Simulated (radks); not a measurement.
Values are calculated unless marked as measured or tabulated.
Task: Species: Kr IV. Configuration: [Ar] 3d10 4s1.75 4p3 4d0.25 (fractional occupations, a model configuration). Code: a radial shooting solver on a logarithmic mesh with Libxc functionals. Model: Dirac Kohn-Sham, PBE, spin-unpolarised, spherical densities, point nucleus; open shells fill j = l - 1/2 first. Some entries of the table are withheld. Estimate them.

orbital  occ.  eigenvalue (hartree)  <r> (bohr)
1s1/2       2                   (1)     0.04148
2s1/2       2             -70.02545         (2)
2p1/2       2             -63.43161      0.1573
2p3/2       4             -61.45289      0.1613
3s1/2       2             -11.22158      0.5298
3p1/2       2              -8.89204      0.5328
3p3/2       4              -8.60056      0.5432
3d3/2       4              -4.54003         (3)
3d5/2       6              -4.49189         (4)
4s1/2    1.75                   (5)       1.461
4p1/2       2              -1.63584       1.639
4p3/2       1              -1.60265       1.665
4d3/2    0.25              -0.83358       2.315
4d5/2       0              -0.83042       2.324
5s1/2       0              -0.75793         (6)
5p1/2       0              -0.60550       3.830
5p3/2       0              -0.59804       3.872

Result: 
(1) 1s1/2 eigenvalue (hartree): -521.6958
(2) 2s1/2 <r> (bohr): 0.1832
(3) 3d3/2 <r> (bohr): 0.5510
(4) 3d5/2 <r> (bohr): 0.5548
(5) 4s1/2 eigenvalue (hartree): -2.19587
(6) 5s1/2 <r> (bohr): 3.359
